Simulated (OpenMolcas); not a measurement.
**F2+: CASPT2 settings compared**

| Item | Value |
| --- | --- |
| Program | OpenMolcas 26.06 |
| Basis | ANO-R1 [3s2p1d] |
| Scalar Hamiltonian | X2C, finite nucleus |
| Active space | 5 electrons in 4 orbitals (2s 2p) |
| State averaging | 2S+1 = 4 odd, 1 root; 2S+1 = 2 odd, 8 roots; 2S+1 = 4 even, 3 roots; 2S+1 = 2 even, 5 roots (0 in the spin-orbit step) |
| Spin-orbit coupling | RASSI with atomic mean-field integrals over the reference wave functions, term energies averaged over their components |

Methods on the same reference wave functions:
A. CASSCF
B. XMS-CASPT2, IPEA 0.3 Eh, sigma1 regulariser 0.4 Eh (closed shells correlated: 1s)
C. XMS-CASPT2, IPEA 0.75 Eh, imaginary shift 0.5 Eh (closed shells correlated: 1s)

Energies in cm⁻¹ above 2s² 2p³ ⁴S°_3/2, the measured ground level; measured values from Moore, Atomic Energy Levels, vol. I, NSRDS-NBS 35 (1971 reprint of NBS Circular 467, 1949).

```tsv
Level	A	B	C	Measured
2s² 2p³ ⁴S°_3/2	0.0	0.0	0.0	0.0
2s² 2p³ ²D°_3/2	38008	36310	36100	
2s² 2p³ ²D°_5/2	38020	36320	36110	
2s² 2p³ ²P°_3/2	52675	54040	53600	
2s² 2p³ ²P°_1/2	52676	54050	53600	
2s 2p⁴ ⁴P_5/2	153289	150700	150100	151898
2s 2p⁴ ⁴P_3/2	153600	151010	150410	152235
2s 2p⁴ ⁴P_1/2	153786	151200	150600	152410
```

Deviations, from unrounded energies. A percentage is the sum of absolute deviations over the sum of measured energies, with the sign that they share, or ± where signs differ.

| Against measurement | Levels | A | B | C |
| --- | --- | --- | --- | --- |
| mean absolute deviation (cm-1) | 3 | 1400 | 1200 | 1800 |
| other configurations (%) | 3 | +0.9 | -0.8 | -1.2 |

B lies closest to measurement on these levels and C furthest from it. The largest miss of B in the table is 2s 2p⁴ ⁴P_3/2, by -1200 cm-1. The ranking rests on the paired levels alone, and a cruder setting can come out closer through cancelling errors.

Between B and C the level of the table that moves most is 2s 2p⁴ ⁴P_5/2, by 600 cm-1 (lowest in C, highest in B). Moves below CASPT2's spread within the term are not significant.

From A to B the spin-free energies of the other terms of 2s² 2p³ shown, above ⁴S°, scale by factors of 0.96 to 1.03.

The lowest spin-free term lies below A's lowest term by 0.068 hartree in B, 0.063 hartree in C.

CASPT2 breaks the degeneracy within a term, and the mean is taken; among the terms shown or strongly mixed into the levels shown the widest spread is 550 cm-1 (2s² 2p³ ²D°, C). Measured partners are found by configuration, term and J. A level has none where our copy of the source lacks it or the pairing is in doubt (some pairs that miss far off the trend of their configuration count as doubtful), and it then counts in no deviation. Only configurations of the active space appear.

° marks odd parity.
